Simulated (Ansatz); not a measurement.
`[BH2][SnH2][AlH][CH3]`, charge 0, multiplicity 1.

(1) Give a relaxed structure at PBE0-D4/def2-TZVP (Ansatz 0.2.0). (Estimate.)

## Answers

(1) Computed: 
Z-matrix (Å, degrees):
```
Sn
Al 1 2.672
B 1 2.223 2 109.0
H 1 1.715 2 108.6 3 -121.7
H 1 1.714 2 109.2 3 122.3
C 2 1.952 1 121.4 3 92.2
H 2 1.593 1 119.0 3 -86.0
H 3 1.195 1 120.6 2 -87.1
H 3 1.195 1 120.7 2 87.9
H 6 1.097 2 109.5 1 -110.5
H 6 1.095 2 110.9 1 132.4
H 6 1.092 2 113.5 1 10.0
```
This is one stationary point; other conformers may exist.
